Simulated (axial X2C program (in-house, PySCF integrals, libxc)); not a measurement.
## What spin–orbit coupling does to TaF⁻

All values were computed with an in-house relativistic program for diatomic molecules. Spin-free means the one-electron spin-free X2C Hamiltonian; two-component (2c) means X2C with spin–orbit coupling and atomic mean-field two-electron Coulomb and Gaunt terms, so the difference of the two also holds small scalar two-electron terms. Basis: Ta dyall-acv3z [14s15p10d7f4g], F dyall-av3z [7s6p3d2f] (cores contracted in-house); Gaussian nuclei, density fitting, unrestricted open shells. Masses: Ta 180.948 u, F 18.998 u.

Spin-free state: M_S = 3/2, Λ = 1 (beyond evenly filled blocks: π+α, δ+α, δ-α); fragments Ta + F-.

| level | Re (Å) | ωe (cm⁻¹) | De (eV) | μ (D) |
| --- | --- | --- | --- | --- |
| BP86 | 1.887 | 572.4 | 3.806 | 1.44 |

Dipoles are positive if F is the positive end and refer to the centre of mass.

Two-component determinant lowest at the distance of the search:

Ω = 1/2 (⟨Sz⟩ = 1.45, ⟨Lz⟩ = -0.95 at BP86); fragments Ta + F-.

```tsv
level	Re (Å)	ωe (cm⁻¹)	μ (D)
BP86	1.891	566.2	1.45
```

**Question.** From the two tables, how do the constants change at the BP86 level (2c against spin-free)?

**Answer.** At the BP86 level Re rises by 0.004 Å and ωe decreases by 6.2 cm⁻¹.

Occupations by symmetry block were frozen at the best pattern of an incomplete PBE0 search. Dissociation energies refer to the lowest single-determinant-based atoms at the same level and basis. De is not given where an atomic determinant may have missed its ground term or J level, or where the truncated virtual space spoils (T). Density functionals use the spin component along the axis (collinear). The highest occupied level is positive at some bond lengths even in Hartree–Fock (under at least one Hamiltonian), so the basis set holds the extra electron there; where that holds at Re the anion is at best weakly bound and its constants depend on the basis. Other states lie close and PBE0, whose exact exchange favours high spin, may order them wrongly; the determinant shown need not be the ground state. The nearest other spin-free determinant of the search, M_S = 3/2, Λ = 0, lies 0.24 eV up at the distance of the search. The functionals have no current-density term, which raises determinants with orbital currents, atoms included. With several unpaired electrons one determinant need not be a pure state. The determinant is spin-polarised beyond a pure state at some levels (its spin-free form has ⟨S²⟩ too high), which makes Re and μ there less reliable.
